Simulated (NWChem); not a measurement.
System: C₃H₇FSi; SMILES F/C=C\C[SiH3]

NWChem printed, in part:

```
             Northwest Computational Chemistry Package (NWChem) 7.3.0
             --------------------------------------------------------

                             Geometry "geometry" -> ""
                             -------------------------

 Output coordinates in angstroms (scale by  1.889725989 to convert to a.u.)

  No.       Tag          Charge          X              Y              Z
 ---- ---------------- ---------- -------------- -------------- --------------
    1 F                    9.0000     0.79853400    -2.15175500    -0.21065100
    2 C                    6.0000    -0.34028900    -1.80812300     0.39388400
    3 C                    6.0000    -0.94808600    -0.64752100     0.15579200
    4 C                    6.0000    -0.43949000     0.41104800    -0.76454200
    5 Si                  14.0000     0.32242200     1.87686400     0.16837000
    6 H                    1.0000    -0.70393400    -2.57678000     1.08104900
    7 H                    1.0000    -1.87363900    -0.46550500     0.71022300
    8 H                    1.0000    -1.25396400     0.80510400    -1.39595700
    9 H                    1.0000     0.32805100     0.00137000    -1.44008100
   10 H                    1.0000    -0.68184000     2.46075700     1.11137600
   11 H                    1.0000     0.74386700     2.94011300    -0.79659100
   12 H                    1.0000     1.51202600     1.42944100     0.95350700

 Effective nuclear repulsion energy (a.u.)     214.2271820908

                              NWChem Property Module
                              ----------------------

  itol2e modified to match energy
  convergence criterion.

                                 NWChem DFT Module
                                 -----------------

 Summary of "ao basis" -> "ao basis" (spherical)
 ------------------------------------------------------------------------------
       Tag                 Description            Shells   Functions and Types
 ---------------- ------------------------------  ------  ---------------------
 F                           6-31g*                  6       14   3s2p1d
 C                           6-31g*                  6       14   3s2p1d
 Si                          6-31g*                  8       18   4s3p1d
 H                           6-31g*                  2        2   2s

  itol2e modified to match energy
  convergence criterion.

            General Information
            -------------------
          SCF calculation type: DFT
          Wavefunction type:  closed shell.
          No. of atoms     :    12
          No. of electrons :    48
           Alpha electrons :    24
            Beta electrons :    24
          Charge           :     0
          Spin multiplicity:     1
          Use of symmetry is: off; symmetry adaption is: off
          Maximum number of iterations: 150
          AO basis - number of functions:    88
                     number of shells:    46
          Convergence on energy requested:  1.00D-07
          Convergence on density requested:  1.00D-05
          Convergence on gradient requested:  5.00D-04

              XC Information
              --------------
                         B3LYP Method XC Potential
                     Hartree-Fock (Exact) Exchange  0.200
                        Slater Exchange Functional  0.800 local
                    Becke 1988 Exchange Functional  0.720 non-local
              Lee-Yang-Parr Correlation Functional  0.810
                  VWN I RPA Correlation Functional  0.190 local

             Grid Information
             ----------------
          Grid used for XC integration:  fine
          Radial quadrature: Mura-Knowles
          Angular quadrature: Lebedev.
          Tag              B.-S. Rad. Rad. Pts. Rad. Cut. Ang. Pts.
          ---              ---------- --------- --------- ---------
          F                   0.50       70          12.0       590
          C                   0.70       70          12.0       590
          Si                  1.10      123          11.0       770
          H                   0.35       60          13.0       590
          Grid pruning is: on
          Number of quadrature shells:   823
          Spatial weights used:  Erf1

      Superposition of Atomic Density Guess
      -------------------------------------

 Sum of atomic energies:        -504.65802976

      Non-variational initial energy
      ------------------------------

 Total energy =    -507.085983
 1-e energy   =   -1120.620880
 2-e energy   =     399.307714
 HOMO         =      -0.244307
 LUMO         =       0.062297

   convergence    iter        energy       DeltaE   RMS-Dens  Diis-err
 ---------------- ----- ----------------- --------- --------- ---------
 d= 0,ls=0.0,diis     1   -507.7602269547 -7.22D+02  1.01D-02  5.47D-01
 d= 0,ls=0.0,diis     2   -507.7749853958 -1.48D-02  5.36D-03  5.19D-01
 d= 0,ls=0.0,diis     3   -507.8199076668 -4.49D-02  1.74D-03  6.03D-02
 d= 0,ls=0.0,diis     4   -507.8256377991 -5.73D-03  6.74D-04  3.67D-03
 d= 0,ls=0.0,diis     5   -507.8260816711 -4.44D-04  2.10D-04  7.54D-04
  Resetting Diis
 d= 0,ls=0.0,diis     6   -507.8261621490 -8.05D-05  4.24D-05  1.76D-05
 d= 0,ls=0.0,diis     7   -507.8261642184 -2.07D-06  1.97D-05  1.11D-06
 d= 0,ls=0.0,diis     8   -507.8261641668  5.16D-08  1.03D-05  1.61D-06
 d= 0,ls=0.0,diis     9   -507.8261643633 -1.97D-07  1.30D-06  1.94D-08
 d= 0,ls=0.0,diis    10   -507.8261643653 -1.95D-09  4.35D-07  2.66D-09

         Total DFT energy =     -507.826164365258
      One electron energy =    -1124.440652850740
           Coulomb energy =      452.697439798793
    Exchange-Corr. energy =      -50.310133404070
 Nuclear repulsion energy =      214.227182090759

 Numeric. integr. density =       47.999997697931

                       DFT Final Molecular Orbital Analysis
                       ------------------------------------

[...]

          -----------------------------------------
          Chemical Shielding Tensors (GIAO, in ppm)
          -----------------------------------------

                                NWChem CPHF Module
                                ------------------

  scftype          =     RHF
  nclosed          =       24
  nopen            =        0
  variables        =     1536
  # of vectors     =        3
  tolerance        = 0.10D-03
  level shift      = 0.00D+00
  max iterations   =       50
  max subspace     =       30

 SCF residual:    1.4561482734059215E-005

Iterative solution of linear equations
  No. of variables     1536
  No. of equations        3
  Maximum subspace       30
        Iterations       50
       Convergence  1.0D-04

   iter   nsub   residual    time
   ----  ------  --------  ---------
     1      3    4.87D-01      67.9
     2      6    3.70D-02      74.4
     3      9    1.42D-03      80.7
     4     12    3.86D-05      87.0

      Atom:    1  F
        Diamagnetic
    484.6745     -6.6462    -10.3277
     -6.6462    467.2385      4.1990
    -10.3277      4.1990    470.0455

        Paramagnetic
   -180.4575     45.4506     65.5399
     45.4506   -204.2074     67.2619
     65.5399     67.2619   -108.8034

        Total Shielding Tensor
    304.2171     38.8045     55.2122
     38.8045    263.0311     71.4610
     55.2122     71.4610    361.2421

           isotropic =     309.4967
          anisotropy =     186.1106

          Principal Components and Axis System
                 1           2           3
              433.5705    270.8561    224.0637

      1         0.4605      0.8738     -0.1561
      2         0.4301     -0.0659      0.9004
      3         0.7765     -0.4817     -0.4062

      Atom:    2  C
        Diamagnetic
    254.6248     -8.7550     -9.5630
     -8.7550    258.0265     -5.8220
     -9.5630     -5.8220    243.7229

        Paramagnetic
   -224.3709    -16.4528     66.4632
    -16.4528   -182.3978     34.7291
     66.4632     34.7291   -204.3098

        Total Shielding Tensor
     30.2539    -25.2078     56.9002
    -25.2078     75.6287     28.9071
     56.9002     28.9071     39.4131

           isotropic =      48.4319
          anisotropy =      69.2057

          Principal Components and Axis System
                 1           2           3
               94.5690     86.0917    -35.3650

      1         0.4357     -0.5807      0.6877
      2         0.5303      0.7830      0.3252
      3         0.7273     -0.2230     -0.6490

      Atom:    3  C
        Diamagnetic
    253.3532     -1.5276     -8.5284
     -1.5276    263.8192     -9.8876
     -8.5284     -9.8876    250.4982

        Paramagnetic
   -206.1613     10.5002     81.3623
     10.5002   -143.4004     27.5890
     81.3623     27.5890   -152.2764

        Total Shielding Tensor
     47.1919      8.9725     72.8339
      8.9725    120.4188     17.7014
     72.8339     17.7014     98.2218

           isotropic =      88.6108
          anisotropy =     106.6369

          Principal Components and Axis System
                 1           2           3
              159.7021    110.6671     -4.5367

      1         0.5109     -0.2774      0.8137
      2         0.4474      0.8940      0.0239
      3         0.7340     -0.3519     -0.5808

      Atom:    4  C
        Diamagnetic
    245.4219      5.3196      0.5309
      5.3196    256.2238     -0.7626
      0.5309     -0.7626    248.8383

        Paramagnetic
    -68.2412      2.2605      3.3460
      2.2605    -75.3255     -6.0432
      3.3460     -6.0432    -59.9592

        Total Shielding Tensor
    177.1808      7.5801      3.8769
      7.5801    180.8983     -6.8058
      3.8769     -6.8058    188.8791

           isotropic =     182.3194
          anisotropy =      15.7103

          Principal Components and Axis System
                 1           2           3
              192.7929    185.5834    168.5818

      1        -0.0366      0.7098      0.7034
      2        -0.5138      0.5904     -0.6225
      3         0.8572      0.3842     -0.3431

      Atom:    5  Si
        Diamagnetic
    880.9183      2.1193      0.6767
      2.1193    885.2514      1.5164
      0.6767      1.5164    880.6450

        Paramagnetic
   -436.0561     14.1091     15.1433
     14.1091   -411.2021     17.5997
     15.1433     17.5997   -442.6557

        Total Shielding Tensor
    444.8622     16.2284     15.8201
     16.2284    474.0493     19.1161
     15.8201     19.1161    437.9893

           isotropic =     452.3003
          anisotropy =      59.5739

          Principal Components and Axis System
                 1           2           3
              492.0162    440.3557    424.5289

      1         0.4167      0.7379     -0.5310
      2         0.8117     -0.5649     -0.1481
      3         0.4092      0.3693      0.8343

      Atom:    6  H
        Diamagnetic
     25.5664      3.5058     -5.5721
      3.5058     32.6789     -8.8459
     -5.5721     -8.8459     29.0059

        Paramagnetic
     -0.0111     -4.7868      4.3588
     -4.7868     -5.4645      7.6192
      4.3588      7.6192     -4.8016

        Total Shielding Tensor
     25.5552     -1.2810     -1.2133
     -1.2810     27.2144     -1.2267
     -1.2133     -1.2267     24.2043

           isotropic =      25.6580
          anisotropy =       3.5069

          Principal Components and Axis System
                 1           2           3
               27.9959     26.1599     22.8182

      1        -0.3917      0.7625      0.5150
      2         0.9048      0.2173      0.3663
      3        -0.1674     -0.6094      0.7750

      Atom:    7  H
        Diamagnetic
     36.8602     -1.5902     -9.1524
     -1.5902     26.2589     -0.2288
     -9.1524     -0.2288     26.9959

        Paramagnetic
     -9.8312      2.3037      8.3344
      2.3037      2.7819     -1.2923
      8.3344     -1.2923     -0.4518

        Total Shielding Tensor
     27.0290      0.7135     -0.8180
      0.7135     29.0408     -1.5210
     -0.8180     -1.5210     26.5441

           isotropic =      27.5380
          anisotropy =       3.8256

          Principal Components and Axis System
                 1           2           3
               30.0884     26.8678     25.6577

      1         0.3132      0.8799      0.3575
      2         0.8444     -0.4302      0.3192
      3        -0.4347     -0.2019      0.8777

      Atom:    8  H
        Diamagnetic
     31.1704     -2.4744      8.3027
     -2.4744     27.2739     -3.4905
      8.3027     -3.4905     30.3374

        Paramagnetic
      0.6518      1.3881     -3.6082
      1.3881      2.0879      0.8219
     -3.6082      0.8219      1.6506

        Total Shielding Tensor
     31.8222     -1.0863      4.6944
     -1.0863     29.3618     -2.6687
      4.6944     -2.6687     31.9880

           isotropic =      31.0574
          anisotropy =       9.6445

          Principal Components and Axis System
                 1           2           3
               37.4870     29.0658     26.6192

      1         0.6406      0.5511      0.5347
      2        -0.3156      0.8238     -0.4709
      3         0.7000     -0.1329     -0.7016

      Atom:    9  H
        Diamagnetic
     28.5621     -2.8057     -7.2732
     -2.8057     29.2158      2.8756
     -7.2732      2.8756     31.3683

        Paramagnetic
     -0.0359      1.2246      3.5982
      1.2246      1.3555     -1.8636
      3.5982     -1.8636     -0.5096

        Total Shielding Tensor
     28.5261     -1.5811     -3.6750
     -1.5811     30.5714      1.0120
     -3.6750      1.0120     30.8587

           isotropic =      29.9854
          anisotropy =       6.5723

          Principal Components and Axis System
                 1           2           3
               34.3669     29.8559     25.7333

      1        -0.5618      0.1284      0.8173
      2         0.4235      0.8933      0.1507
      3         0.7107     -0.4308      0.5562

      Atom:   10  H
        Diamagnetic
     29.5577     -3.2433     -5.2163
     -3.2433     29.2335      4.7575
     -5.2163      4.7575     29.8846

        Paramagnetic
     -1.9607      1.6939      2.9319
      1.6939     -0.6315     -1.8509
      2.9319     -1.8509     -1.7497

        Total Shielding Tensor
     27.5970     -1.5494     -2.2844
     -1.5494     28.6020      2.9066
     -2.2844      2.9066     28.1349

           isotropic =      28.1113
          anisotropy =       6.9011

          Principal Components and Axis System
                 1           2           3
               32.7121     26.4782     25.1437

      1        -0.4687      0.7698      0.4333
      2         0.6210      0.6360     -0.4582
      3         0.6283     -0.0544      0.7761

      Atom:   11  H
        Diamagnetic
     25.8328      3.6985     -2.2547
      3.6985     33.6068     -5.7131
     -2.2547     -5.7131     29.2934

        Paramagnetic
      0.0956     -1.3060      1.2749
     -1.3060     -2.7832      3.1881
      1.2749      3.1881     -2.3137

        Total Shielding Tensor
     25.9284      2.3925     -0.9798
      2.3925     30.8236     -2.5250
     -0.9798     -2.5250     26.9798

           isotropic =      27.9106
          anisotropy =       7.6552

          Principal Components and Axis System
                 1           2           3
               33.0140     25.7666     24.9511

      1         0.3422      0.2017      0.9177
      2         0.8457      0.3595     -0.3943
      3        -0.4094      0.9111     -0.0476

[...]
```

Level: B3LYP/6-31G* (spherical d), GIAO. Geometry: optimised at PBE0/def2-SVP. No frequency run checked for a minimum. The printed shielding anisotropy is the first printed principal value minus the mean of the other two.

**Question.** Which NWChem input produces such a log?

**Answer.** One answer among several that fit: the input that was run:
```
start job
memory heap 200 mb stack 900 mb global 1100 mb
geometry units angstroms noautosym nocenter noautoz
  F      0.798534    -2.151755    -0.210651
  C     -0.340289    -1.808123     0.393884
  C     -0.948086    -0.647521     0.155792
  C     -0.439490     0.411048    -0.764542
  Si     0.322422     1.876864     0.168370
  H     -0.703934    -2.576780     1.081049
  H     -1.873639    -0.465505     0.710223
  H     -1.253964     0.805104    -1.395957
  H      0.328051     0.001370    -1.440081
  H     -0.681840     2.460757     1.111376
  H      0.743867     2.940113    -0.796591
  H      1.512026     1.429441     0.953507
end
basis spherical
  F library 6-31g*
  C library 6-31g*
  Si library 6-31g*
  H library 6-31g*
end
dft
  xc b3lyp
  iterations 150
end
property
  shielding
end
task dft property
```
